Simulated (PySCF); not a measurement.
**Exercise with solution: chemical shift, span and skew from a shielding tensor**

Si(H)2(Me)(NH2) (CH₇NSi), SMILES C[SiH2]N. Atoms are numbered in the order given.

```xyz
10

Si     0.4998    -0.0545     0.0000
C     -0.4612     1.5639     0.0000
N     -0.4389    -1.5130     0.0000
H      1.3601    -0.0891     1.2241
H      1.3601    -0.0891    -1.2241
H     -1.1039     1.6467    -0.8909
H     -1.1039     1.6467     0.8909
H      0.2287     2.4236     0.0000
H     -0.9488    -1.7837    -0.8332
H     -0.9488    -1.7837     0.8332
```

The structure is a stationary point at PBE0-D3(BJ)/def2-SVP. Other conformers were not sampled.

GIAO shieldings from PySCF with KT2/pcSseg-1, non-relativistic, no solvent. The symmetric part of the tensor of N3 has the principal values 227.2, 256.6, 272.6 ppm. The same nucleus in NH3 has σ = 266.2 ppm at this level (PySCF, at its B3LYP-D3(BJ)/def2-TZVP geometry).

### Question
Work out the isotropic shielding, the ¹⁵N shift against NH3, the span and the skew.

### Answer

σ(iso) = (σ11 + σ22 + σ33)/3 = 252.1 ppm. δ = σ(ref) − σ(iso) = 266.2 − (252.1) = 14.1 ppm.
Span Ω = σ33 − σ11 = 45.4 ppm. Skew κ = 3(σ(iso) − σ22)/Ω = -0.30. Tumbling in solution averages the tensor to δ; in a static solid the shielding alone would spread this spin-1/2 line over Ω.
